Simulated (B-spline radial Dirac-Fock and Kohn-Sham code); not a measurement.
Ionisation energies of zinc ions, computed and tabulated

These are calculated numbers from a radial finite-basis atomic code; the model is multi-electron Dirac-Fock with separately optimised hole states, Breit and Lamb-shift corrections added in first order. Each value is the difference of the configuration-average energies of two neighbouring ions in their tabulated ground configurations. Correlation and solid-state effects are left out. NIST's values refer to the lowest levels; many for high charge states are themselves semi-empirical or theoretical. Where a p, d or f shell is open in either ion the computed value averages over both j values and all terms, while the table refers to the lowest levels; that difference holds spin-orbit splitting (largest in heavy or highly charged ions), term energies where several electrons share open shells, and correlation, and it can reach 10 % or more.

```
 ion  configuration  computed (eV)       NIST (eV)            kind  NIST − computed (eV)
  Zn  [Ar] 3d10 4s2           7.79        9.394197        measured                 +1.61
 Zn⁺  [Ar] 3d10 4s1          16.83        17.96439        measured                 +1.13
Zn²⁺      [Ar] 3d10          37.15         39.7233        measured                 +2.57
Zn³⁺       [Ar] 3d9          59.03  59.573 ± 0.019        measured                 +0.54
Zn⁴⁺       [Ar] 3d8          83.31      82.6 ± 0.9  semi-empirical                 -0.71
Zn⁵⁺       [Ar] 3d7          109.8         108 ± 1  semi-empirical                 -1.77
Zn⁶⁺       [Ar] 3d6          138.3     133.9 ± 1.2  semi-empirical                 -4.35
Zn⁷⁺       [Ar] 3d5          168.7     173.9 ± 1.7  semi-empirical                 +5.24
Zn⁸⁺       [Ar] 3d4          200.9         203 ± 2  semi-empirical                 +2.08
```

Problem. Where in this range is the largest relative jump, and why?

Solution. From Zn⁺ (16.83 eV) to Zn²⁺ (37.15 eV), a factor of 2.21. The configuration goes from [Ar] 3d10 4s1 to [Ar] 3d10, so the next electron comes out of a deeper subshell.
